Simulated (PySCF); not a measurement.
C₄H₄F₂.

```xyz
10

F      0.5083    -2.4568     0.0000
C     -0.6120    -1.7384     0.0000
C     -0.6022    -0.4017     0.0000
C      0.6022     0.4017     0.0000
C      0.6120     1.7384     0.0000
F     -0.5083     2.4568     0.0000
H     -1.5134    -2.3564     0.0000
H     -1.5704     0.1032     0.0000
H      1.5704    -0.1032     0.0000
H      1.5134     2.3564     0.0000
```
Charge 0, spin multiplicity 1.

Coordinates come from a PBE0-D3(BJ)/def2-SVP optimisation. The values are those of a single conformer.

These are HF/pcSseg-1 (PySCF) values and carry that method's errors. Non-relativistic, no solvent.

Q: Give the absolute GIAO shielding of each atom: isotropic value and principal components (ppm). (Estimate from the structure and the level; the computed values follow.)

A: 
```json
[
 {"atom": "F1", "σ(iso)": "350.4", "σ11": "266.9", "σ22": "328.7", "σ33": "455.7", "span": "188.8"},
 {"atom": "C2", "σ(iso)": "37.6", "σ11": "-66.6", "σ22": "83.2", "σ33": "96.3", "span": "162.9"},
 {"atom": "C3", "σ(iso)": "82.2", "σ11": "-35.5", "σ22": "109.4", "σ33": "172.7", "span": "208.2"},
 {"atom": "C4", "σ(iso)": "82.2", "σ11": "-35.5", "σ22": "109.4", "σ33": "172.7", "span": "208.2"},
 {"atom": "C5", "σ(iso)": "37.6", "σ11": "-66.6", "σ22": "83.2", "σ33": "96.3", "span": "162.9"},
 {"atom": "F6", "σ(iso)": "350.4", "σ11": "266.9", "σ22": "328.7", "σ33": "455.7", "span": "188.8"},
 {"atom": "H7", "σ(iso)": "25.1", "σ11": "21.8", "σ22": "25.8", "σ33": "27.8", "span": "6.0"},
 {"atom": "H8", "σ(iso)": "25.8", "σ11": "23.1", "σ22": "25.2", "σ33": "29.1", "span": "6.0"},
 {"atom": "H9", "σ(iso)": "25.8", "σ11": "23.1", "σ22": "25.2", "σ33": "29.1", "span": "6.0"},
 {"atom": "H10", "σ(iso)": "25.1", "σ11": "21.8", "σ22": "25.8", "σ33": "27.8", "span": "6.0"}
]
```
